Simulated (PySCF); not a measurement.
# CH9Cl2NSi3

CH9Cl2NSi3 is a molecule drawn to mimic a surface site (built as: Si site whose three back bonds go to NHSiH3, CH2SiH3, Cl; end group Cl), neutral, singlet. The structure, one conformer, was relaxed in the gas phase by PBE0-D3(BJ)/def2-SVP. No frequency run checks that it is a minimum.

SMILES: [SiH3]C[Si](Cl)(Cl)N[SiH3]

```xyz
16

Si   -0.057    1.387    0.411
N    -1.435    0.516   -0.129
Si   -2.030   -1.024    0.453
C     1.474    0.348    0.455
Si    1.718   -0.710   -1.091
Cl    0.191    2.955   -0.909
Cl   -0.360    2.216    2.288
H    -2.068    1.056   -0.714
H    -2.302   -1.952   -0.685
H    -0.962   -1.591    1.325
H    -3.287   -0.873    1.245
H     1.447   -0.306    1.343
H     2.336    1.024    0.582
H     1.579    0.128   -2.318
H     3.078   -1.330   -1.075
H     0.699   -1.802   -1.131
```
Atom numbers follow the order of the file, from 1.

Shieldings: GIAO PBE0/pcSseg-1. Shifts are against computed references at the same level: C TMS (σ 184.4 ppm), H TMS (σ 31.27 ppm), Si TMS (σ 352.0 ppm). Core levels by delta-SCF with SCAN, pcX-2 on the ionised atom and pcseg-1 elsewhere, spin-free X2C (2p3/2 is the spin-free 2p value less a third of a first-order spin-orbit splitting); from the vacuum level, for chosen atoms.

Q: Give the NMR and core-level values of the distinct atoms.

A: 
```json
{"atoms": "Si1", "bonded to": "1 C + 2 Cl + 1 N", "σ (ppm)": "332.2", "δ (ppm)": "19.8", "core level (eV)": "2p3/2 108.41"}
{"atoms": "N2", "bonded to": "2 Si + 1 H", "σ (ppm)": "223.8", "δ (ppm)": "-", "core level (eV)": "1s 404.69"}
{"atoms": "Si3", "bonded to": "1 N + 3 H", "σ (ppm)": "406.7", "δ (ppm)": "-54.7", "core level (eV)": "-"}
{"atoms": "C4", "bonded to": "2 Si + 2 H", "σ (ppm)": "183.8", "δ (ppm)": "0.6", "core level (eV)": "1s 290.32"}
{"atoms": "Si5", "bonded to": "1 C + 3 H", "σ (ppm)": "422.8", "δ (ppm)": "-70.8", "core level (eV)": "-"}
{"atoms": "Cl6", "bonded to": "1 Si", "σ (ppm)": "854.8", "δ (ppm)": "-", "core level (eV)": "2p3/2 206.01"}
{"atoms": "Cl7", "bonded to": "1 Si", "σ (ppm)": "799.6", "δ (ppm)": "-", "core level (eV)": "2p3/2 205.75"}
{"atoms": "H8", "bonded to": "1 N", "σ (ppm)": "30.69", "δ (ppm)": "0.58", "core level (eV)": "-"}
{"atoms": "H9 H10 H11", "bonded to": "1 Si", "σ (ppm)": "26.69", "δ (ppm)": "4.58", "core level (eV)": "-"}
{"atoms": "H12", "bonded to": "1 C", "σ (ppm)": "30.64", "δ (ppm)": "0.63", "core level (eV)": "-"}
{"atoms": "H13", "bonded to": "1 C", "σ (ppm)": "30.90", "δ (ppm)": "0.37", "core level (eV)": "-"}
{"atoms": "H14 H15 H16", "bonded to": "1 Si", "σ (ppm)": "27.29", "δ (ppm)": "3.97", "core level (eV)": "-"}
```

Values are those of this one static structure, with the three H of a rotating XH3 group averaged; atoms that internal rotation interchanges would show their mean in an NMR spectrum.

Q: By CAM-B3LYP/def2-SVPD (TDDFT singlets, Tamm-Dancoff triplets, ionisation by delta-SCF), where does absorption start, and what does vertical ionisation take?

A: The lowest singlet lies at 6.80 eV (f 0.009), the strongest of the first 6 at 8.07 eV (f 0.081), the lowest triplet at 6.44 eV; vertical ionisation takes 10.03 eV.
